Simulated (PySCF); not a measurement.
A small calculation by hand: refractive index and permittivity of the vapour

Ga(vinyl)(OH)(NH2) (C2H6GaNO), SMILES C=[CH][Ga]([NH2])[OH].

The structure is a stationary point at PBE0-D3(BJ)/def2-SVP. The structure was generated by enumeration; whether it is a known compound was not checked. Other conformers were not sampled.

PySCF with r2SCAN/def2-TZVP gives a mean static polarisability of 61.6 bohr³ and a dipole moment of 2.09 D. Take an ideal gas at 298.15 K and 1 bar, whether or not the substance is that volatile.

Question: Work out n − 1 in the optical limit and the static ε − 1.

Answer: 
Polarisability volume α' = 61.6 × 0.148185 = 9.13 Å³. Number density N = p/kT = 2.43e-5 Å⁻³.
Dilute limit of Lorentz–Lorenz: n − 1 = 2π N α' = 0.0014.
Orientation term of Debye: μ²/(3kT) = 8.098 Å³ × μ²(D²) = 35.37 Å³.
ε − 1 = 4π N (α' + μ²/3kT) = 0.014. Orientation of the dipole supplies 79 % of the static response; it can't follow optical fields. Vibrational polarisation and dispersion are left out.
